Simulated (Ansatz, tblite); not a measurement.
Removing and adding an electron: Ge(OH)2Cl2 (GeCl2O2H2). The state is a singlet with charge 0. Geometry: PBE0-D4/def2-SVP. Ansatz, gas phase; energy differences of separate SCF runs; the oxidised species was run as a doublet alone; the reduced species was run as a doublet alone.

```xyz
7

Ge   -0.0332    0.0963   -0.0645
O    -1.0683   -1.1466    0.5859
H    -1.8961   -1.2374    0.0993
O     1.5833   -0.3464    0.4153
H     2.1820    0.4086    0.4562
Cl   -0.5138    2.0380    0.7005
Cl   -0.2538    0.1876   -2.1927
```

The xTB rows come from tblite. HOMO above LUMO, or a gap near zero within one spin, warns that the state may not be the lowest or that an electron is smeared out.

| level | −HOMO (eV) | vertical IE (eV) | −LUMO (eV) | vertical EA (eV) | HOMO–LUMO gap (eV) | IE − EA (eV) | remarks |
| --- | --- | --- | --- | --- | --- | --- | --- |
| GFN1-xTB | 12.77 | 15.45 | 6.22 | 3.37 | 6.55 | 12.08 | – |
| GFN2-xTB | 12.20 | 15.25 | 6.67 | 4.13 | 5.53 | 11.12 | – |
| PBE-D4/def2-TZVP | 7.82 | 10.74 | 2.23 | – | 5.59 | – | gap within one spin near zero (+1 doublet) |
| PBE-D4/def2-TZVPD | 7.91 | – | 2.42 | 0.22 | 5.49 | – | HOMO above zero (-1 doublet) |
| r2SCAN-D4/def2-TZVP | 8.23 | 11.07 | 1.94 | – | 6.29 | – | gap within one spin near zero (+1 doublet) |
| r2SCAN-D4/def2-TZVPD | 8.28 | – | 2.06 | -0.05 | 6.21 | – | HOMO above zero (-1 doublet) |
| PBE0-D4/def2-TZVP | 9.36 | 11.47 | 1.21 | – | 8.14 | – | – |
| PBE0-D4/def2-TZVPD | 9.41 | – | 1.44 | -0.02 | 7.97 | – | HOMO above zero (-1 doublet) |

   A HOMO above zero means that the electron is unbound at that level or that self-interaction error raises the level; the energy of removing that electron tells which. Raw xTB energy differences between charge states are shifted by several eV; the methods need an empirical correction for them. A negative affinity means that the extra electron isn't bound; its size then hangs on the basis.
